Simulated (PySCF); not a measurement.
## Nuclear quadrupole coupling in `OCCO[SiH2]P([SiH3])[SiH3]`

Compound: C2H13O2PSi3.
Cartesian coordinates in Å at the GFN2-xTB level; atoms count from 1:
```xyz
21
C2H13O2PSi3 angstrom
O     -3.865    0.196   -0.723
C     -3.015    0.301    0.387
C     -1.962   -0.806    0.392
O     -1.185   -0.742   -0.770
Si     0.041    0.277   -1.066
P      1.228    0.539    0.796
Si     2.053   -1.510    1.077
Si     2.975    1.654   -0.009
H     -3.312    0.034   -1.498
H     -2.498    1.272    0.390
H     -3.646    0.229    1.276
H     -1.324   -0.705    1.278
H     -2.447   -1.787    0.397
H     -0.413    1.616   -1.453
H      0.666   -0.434   -2.173
H      3.081   -1.404    2.111
H      0.952   -2.360    1.529
H      2.635   -2.066   -0.148
H      2.495    2.979   -0.392
H      3.948    1.735    1.078
H      3.581    0.998   -1.172
```

Field gradients from the PBE0/pcSseg-1 density (PySCF, non-relativistic), principal values in atomic units, ordered |Vxx| ≤ |Vyy| ≤ |Vzz|:

| atom | Vxx | Vyy | Vzz |
| --- | --- | --- | --- |
| O1 | 0.1052 | 1.8706 | -1.9758 |
| O4 | -0.5325 | -1.0897 | 1.6222 |

Q: Find the asymmetry η = (Vxx − Vyy)/Vzz and the couplings χ = eQV/h (234.96 MHz × Q in barn × V in au), with Q(17O) = −0.0256 b.

A: 
```tsv
atom	environment	nucleus	η	χzz (MHz)	χxx (MHz)	χyy (MHz)
O1	alcohol oxygen	17O	0.89	11.88	-0.63	-11.25
O4	silyl ether oxygen	17O	0.34	-9.76	3.20	6.55
```

Q: What is Vzz at O4 in SI units (1 au = 9.71736 × 10²¹ V/m²)?

A: 1.6222 au = 15.764 × 10²¹ V/m².

Q: And the gradient at the other heavy atoms, for which no coupling is worked out here?

A: 
| atom | environment | Vzz (au) | η |
| --- | --- | --- | --- |
| C2 | carbinol carbon (C–OH) | 0.323 | 0.22 |
| C3 | sp3 carbon bound to oxygen | 0.423 | 0.11 |
| Si5 | oxygen-bound silicon | 0.418 | 0.95 |
| P6 | three-coordinate phosphorus | -0.683 | 0.20 |
| Si7 | SiH3 silicon | 0.356 | 0.05 |
| Si8 | SiH3 silicon | 0.367 | 0.12 |

Q: What couplings would deuterons (Q(2H) = 0.00286 b) have in place of the hydrogens, at this geometry?

A: 
```tsv
atom	bonded to	bond length (Å)	Vzz (au)	η	χzz (kHz)
H9	O1	0.966	0.4533	0.15	305
H10	C2	1.101	0.2813	0.03	189
H11	C2	1.092	0.2976	0.05	200
H12	C3	1.097	0.2841	0.09	191
H13	C3	1.095	0.2906	0.07	195
H14	Si5	1.466	0.1572	0.04	106
H15	Si5	1.456	0.1660	0.01	112
H16	Si7	1.462	0.1640	0.01	110
H17	Si7	1.463	0.1632	0.02	110
H18	Si7	1.466	0.1608	0.01	108
H19	Si8	1.461	0.1644	0.01	110
H20	Si8	1.461	0.1642	0.01	110
H21	Si8	1.466	0.1603	0.01	108
```

Geometry: GFN2-xTB, one conformer, isolated molecule. GFN2-xTB bond lengths can be off by several hundredths of an ångström, more for odd bonds, and the gradients follow them. The basis is small and wasn't made for field gradients, so the couplings can be 20 % off.

These values come from a run that also computed NMR shieldings. Time: 52 s of wall time; peak memory 1.0 GiB. Hardware: Arm Neoverse V2, one thread (shared host).
